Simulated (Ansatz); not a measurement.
Input and output for `C[O][In]([SH])[O][SiH3]`.

```yaml
crystal:
  periodic: [false, false, false]
  atoms:
    - {symbol: C, position_ang: [-0.266703, -0.860098, 1.977941]}
    - {symbol: O, position_ang: [0.893322, -0.070268, 1.858333]}
    - {symbol: In, position_ang: [1.358435, 0.817495, 0.164558]}
    - {symbol: S, position_ang: [3.242230, 2.168782, -0.200420]}
    - {symbol: O, position_ang: [0.117881, 0.527942, -1.348897]}
    - {symbol: Si, position_ang: [-1.277356, -0.239761, -1.681340]}
    - {symbol: H, position_ang: [-0.293780, -1.265879, 2.994090]}
    - {symbol: H, position_ang: [-0.278423, -1.707688, 1.281020]}
    - {symbol: H, position_ang: [-1.188352, -0.284851, 1.824083]}
    - {symbol: H, position_ang: [2.887499, 2.376359, -1.481240]}
    - {symbol: H, position_ang: [-2.385642, 0.227242, -0.797845]}
    - {symbol: H, position_ang: [-1.658842, 0.025637, -3.094410]}
    - {symbol: H, position_ang: [-1.150279, -1.714902, -1.495861]}
basis:
  gaussian: {orbitals: def2-SVPD, fitting: {mean_field: def2-universal-jkfit}}
hamiltonian: {xc: {name: PBEsol}, dispersion: d3bj}
```

```sh
$ ansatz run in.yaml --threads 2 --pin off --events-out ev --progress --plain --max-ram 32768MiB --backend cpu
```

It prints (some lines left out):

```
Functional definition: PBEsol
829 factors; integrals over basis functions are off by at most 3.4e-1 eV
mean field evaluation 1: about -29036.9080 eV, gradient 9.0e1 eV
mean field evaluation 2: about -28873.3182 eV, gradient 2.5e2 eV
mean field evaluation 4: about -29051.0330 eV, gradient 3.1e1 eV
mean field evaluation 8: about -29053.3997 eV, gradient 5.4e-1 eV
mean field evaluation 16: about -29053.3990 eV, gradient 2.8e-4 eV
mean field -29053.39898128 eV, -1067.6927194608 hartree, gradient 5.2e-5 eV, S^2 0.000000; 0 other end points of the search recorded, 0 dependent functions left out
reference -29053.39905036 eV, -1067.6927219996 hartree; 40, 40 occupied and 165, 165 virtual orbitals, 829 factors
Total energy: -29053.54818975 eV, -1067.6982027712 hartree
```

Hardware: 2 threads of an AMD EPYC 7R13 on a shared host. Wall time 4.1 s, peak host memory 0.57 GiB.
